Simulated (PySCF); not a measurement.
Structure revision by computed shifts

A compound C5H5ClO2Si gives the data below (simulated from a calculation) and was assigned the structure `O=C1C=C([SiH2]Cl)C(=O)C1`.

$^{13}$C{$^{1}$H} NMR (computed): δ 221.5 (C), 198.1 (C), 161.4 (C), 148.7 (CH), 37.1 (CH2).

$^{1}$H NMR (400 MHz, computed): δ 7.37 (s, 1H), 4.50 (m, 2H), 2.79 (m, 2H).

Rapidly exchanging positions averaged, in vacuum, a single conformation, non-relativistic Hamiltonian. Geometry: GFN2-xTB; PBE0/pcSseg-1 with gauge-including orbitals; PySCF.

Shifts are taken against calculated references (same method and geometry level): TMS for $^{1}$H (σ = 31.72 ppm), $^{13}$C (σ = 186.93 ppm).

Question: Compare with the shifts computed for the proposed structure, pairing carbons in order of shift.

Answer: Mapped SMILES: `[O:1]=[C:2]1[CH:3]=[C:4]([SiH2:5][Cl:6])[C:7](=[O:8])[CH2:9]1`. Hydrogens are named by the atom that carries them.

| atom | computed for proposal | given list | difference |
| --- | --- | --- | --- |
| C7 | 211.1 | 221.5 | -10.4 |
| C2 | 206.1 | 198.1 | +8.0 |
| C4 | 169.4 | 161.4 | +8.0 |
| C3 | 166.4 | 148.7 | +17.7 |
| C9 | 45.5 | 37.1 | +8.4 |

The rms difference is 11.2 ppm and the largest +17.7 ppm at C3 (β carbon of a C=C–C=O unit). The proposal doesn't fit.

Question: Which isomer fits?

Answer: `O=C1C=C(Cl)C(=O)[SiH2]C1`.

Carbon types of the structure: 3 × C, 1 × CH, 1 × CH2, leaving 2 H on heteroatoms. δC 221.5: carbonyl carbon. δC 198.1: ketone carbonyl carbon; the double bond to the heteroatom, with no lone-pair donor beside it, deshields it most. δC 161.4, 148.7: β carbon of a C=C–C=O unit; conjugation with the carbonyl draws π density from the β position. δH 7.37: hydrogen on a β carbon of a C=C–C=O unit; olefinic region.

Other isomers checked: O=C(Cl)c1cc([SiH3])co1 (rms 48.6 ppm); O=C(O)C1=CC=C(Cl)[SiH2]1 (rms 49.6 ppm).

This is the structure that produced the data.

Carbons that carry Cl, above all several Cl atoms, come out too deshielded, partly because spin–orbit coupling is missing. Shifts are as computed. Against solution values, carbons near 30 ppm lie about +3 ppm off and those near 130 ppm about +5 ppm; carbons on Cl a further +6 ppm. Of 1309 compounds with measured shifts, 239 miss one by over three times the rms of a fit or turn the order of signals round; such compounds aren't used in these exercises. Multiplicities follow the n + 1 count of equivalent neighbours, as no J values were calculated; m marks all less simple cases, F and P coupling included.
